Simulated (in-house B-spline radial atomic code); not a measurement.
# Ar III (Ar2+): [Ne] 3s2 3p4

Method: non-relativistic B97-1, spin-polarised, spherical fractional occupations, point nucleus. Calculated with an all-electron radial atomic-structure program (B-spline basis).

Screening seen three ways: the hydrogenic charge with the same mean radius, Z_r = [3n² - l(l+1)]/(2<r>), the one with the same energy, Z_e = n√(-2ε), and Slater's rules. Values are occupation-weighted means over spin.

| shell | electrons | ε (eV) | <r> (bohr) | Z_r | Z_e | Slater |
| --- | --- | --- | --- | --- | --- | --- |
| 1s | 2 | -3163 | 0.08618 | 17.41 | 15.25 | 17.70 |
| 2s | 2 | -333.62 | 0.4149 | 14.46 | 9.90 | 13.85 |
| 2p | 6 | -266.65 | 0.3764 | 13.28 | 8.85 | 13.85 |
| 3s | 2 | -52.315 | 1.337 | 10.10 | 5.88 | 7.45 |
| 3p | 4 | -36.947 | 1.467 | 8.52 | 4.94 | 7.45 |

The least bound orbital is 3p down at -33.53 eV, and it is also the most diffuse (<r> = 1.503 bohr).

Caution: exact exchange at fractional occupations of open shells leaves self-interaction of up to several eV.
